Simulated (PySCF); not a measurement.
Species: C2H5AlClN.
SMILES: `C(C)#[N+][AlH2-][Cl]`

Theory: EOM-IP-CCSD/aug-cc-pVDZ in PySCF, restricted Hartree–Fock reference, frozen core, non-relativistic, gas phase, PBE0-D3(BJ)/def2-SVP geometry.

Hartree–Fock orbital energies give these Koopmans values (eV): HOMO 10.32, HOMO-1 11.32, HOMO-2 11.81, HOMO-3 11.87, HOMO-4 14.01, HOMO-5 14.89, HOMO-6 14.89, HOMO-7 18.47.

Problem. What vertical ionisation energies does EOM-IP-CCSD give?

Solution. 
```tsv
leading hole (HF orbital)	Koopmans (eV)	EOM-IP-CCSD (eV)	change (eV)	one-hole share
HOMO	10.32	9.73	-0.59	0.95
HOMO-1	11.32	10.57	-0.75	0.95
HOMO-2	11.81	11.09	-0.72	0.95
HOMO-3	11.87	11.18	-0.69	0.95
HOMO-4	14.01	13.06	-0.95	0.93
HOMO-5	14.89	14.39	-0.50	0.95
HOMO-6	14.89	14.39	-0.50	0.95
HOMO-7	18.47	17.47	-1.00	0.95
```

Problem. Does the order of the lines follow the orbital energies?

Solution. Yes, no two lines change places. The corrections run from -1.00 to -0.50 eV, with a mean of -0.71 eV over the 8 lines; no line lies above its Koopmans value.

Problem. At what kinetic energies would He I light (21.22 eV) eject these electrons?

Solution. 11.49 eV (HOMO), 10.65 eV (HOMO-1), 10.13 eV (HOMO-2), 10.04 eV (HOMO-3), 8.16 eV (HOMO-4), 6.83 eV (HOMO-5), 6.83 eV (HOMO-6), 3.75 eV (HOMO-7).

Problem. What total energy has the lowest final state, and which wavelength reaches it?

Solution. E(CCSD) + ionisation energy = -835.32754 + 0.35769 = -834.96985 Eh, at the geometry of the initial state. The threshold wavelength is 1239.84 eV nm/9.73 eV = 127.4 nm.

Lines less than 0.15 eV apart could change places at a higher level. One root was sought for each valence orbital with −ε under 21 eV, eight at most, so deeper holes and satellites are missing; no vibrational structure.
